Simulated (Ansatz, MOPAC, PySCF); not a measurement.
Pair of molecules: HF (SMILES F) (first 2 atoms) with C3H8 (SMILES CCC); geometry from B3LYP-D3(BJ)/def2-TZVP, rigid monomers moved along the line of their centres of mass till H2···C5 is 4.16 Å.
(charge 0, multiplicity 1):
```xyz
13

F     -0.36195     0.09118     0.36873
H     -0.49782     0.35623     1.24796
C      1.01705    -1.18924     5.41289
C      0.27716    -0.14258     6.24176
C     -0.53546     0.82497     5.38523
H      1.58978    -1.86722     6.04757
H      0.32113    -1.79358     4.82583
H      1.71477    -0.72041     4.71463
H      0.99436     0.42442     6.84157
H     -0.38934    -0.64062     6.95125
H     -1.06025     1.56783     5.98776
H      0.11440     1.37958     4.69896
H     -1.29981     0.29026     4.81015
```

Monomers are frozen at their geometry in the pair; levels with a basis set take the counterpoise correction. Rows marked so take none.

Cores are frozen in the correlated methods. Rows in 3-21G, 6-311+G**, 6-31G* carry no dispersion term and start afresh at each structure (6-31G* with six Cartesian d functions). MP2/6-31G* freezes PySCF's default core. The state that AM1, PM6 reach isn't checked.

Programs: Ansatz (a first-principles code); MOPAC for AM1, PM6 (differences of heats of formation); PySCF for 3-21G rows, 6-311+G** rows, 6-31G* rows, the dispersion terms. Values without a source in brackets are computed.

Other levels give for the interaction energy: PBE/def2-TZVPPD -1.1; B3LYP/def2-TZVPPD -0.6; B3LYP-D3(BJ)/def2-TZVPPD -1.3; wB97M-V/def2-TZVPPD -1.3; CCSD(T)/aug-cc-pVDZ -1.2 kJ/mol.

Q: What do these common cheap choices give for the same quantity: AM1, PM6, HF/3-21G (no counterpoise), HF/6-31G* (no counterpoise), BP86/6-31G* (no counterpoise), B3LYP/3-21G (no counterpoise), B3LYP/6-311+G** (no counterpoise), MP2/6-31G* (no counterpoise)?

A: AM1 -0.1; PM6 -0.3; HF/3-21G (no counterpoise) -0.8; HF/6-31G* (no counterpoise) -0.8; BP86/6-31G* (no counterpoise) -0.5; B3LYP/3-21G (no counterpoise) -0.7; B3LYP/6-311+G** (no counterpoise) -0.9; MP2/6-31G* (no counterpoise) -1.0 kJ/mol. They span -1.0 to -0.1 kJ/mol.
